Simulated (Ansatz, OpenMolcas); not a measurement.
## CH3I (methyl iodide): methods side by side

CH3I: 5 atoms, total charge 0, spin state singlet. As SMILES, `CI`. Geometry: relaxed at PBE0-D4/def2-TZVP.

Quantity: the atomisation enthalpy at 298 K, in kJ/mol. The values are calculated. The thermal term (zero-point and 298 K enthalpy, harmonic and unscaled) is that of PBE0-D4/def2-TZVP; the spin-orbit lowering of the free atoms at 298 K, 30.3 kJ/mol by their spectra, is taken off.

Measured value to compare with: Active Thermochemical Tables gives the atomisation enthalpy at 298 K of the gas as 1463 kJ/mol.

| level | kind | program | value (kJ/mol) | computed − measured | CPU time (all runs) |
| --- | --- | --- | --- | --- | --- |
| HF/def2-SVPD (core potential) | Hartree–Fock | OpenMolcas | 1052 | -411 | 9.9 s |
| SVWN5/def2-SVPD (core potential) | LDA | Ansatz | 1663 | +200 | 5.9 s |
| M06-L/def2-SVPD (core potential) | meta-GGA | OpenMolcas | 1451 | -12 | 48 s |
| r2SCAN0/def2-SVPD (core potential) | hybrid meta-GGA | Ansatz | 1437 | -26 | 18 s |
| CAM-B3LYP/def2-SVPD (core potential) | range-separated hybrid | Ansatz | 1443 | -20 | 10 s |
| HSE06/def2-SVPD (core potential) | range-separated hybrid | Ansatz | 1456 | -7 | 11 s |
| RPA@PBE0/def2-SVPD (core potential) | RPA | Ansatz | 1346 | -117 | 13 s |
| CCSD(T)/def2-SVPD (core potential) | coupled cluster or CI | OpenMolcas | 1388 | -75 | 40 s |
| FCI/STO-3G | exact in the basis | Ansatz | 1552 | +89 | 5 s |

Nearest: HSE06/def2-SVPD (core potential) (-7 kJ/mol); farthest: HF/def2-SVPD (core potential) (-411 kJ/mol). Computed less measured by kind, in kJ/mol (of the ab initio rows, those in def2-SVPD): Hartree–Fock -411; LDA +200; meta-GGA -12; global hybrid -26; range-separated hybrid -20 to -7; RPA -117; coupled cluster or CI -75. Wave-function methods converge slowly with the basis and bind too weakly in sets of this size; that is part of their error here. All-electron rows without a relativistic Hamiltonian named are non-relativistic, while core potentials hold scalar relativity, so basis and relativity change together. High-level rows in very small sets aren't better than simpler rows in larger ones. In the correlated wave-function rows the outer d shell of I is correlated, in sets not made for it. In so small a basis fixed costs decide the times, and correlated methods can beat functionals. Times are those of the runs behind each value, whatever else they computed, on shared processors of several kinds: orders of magnitude only.
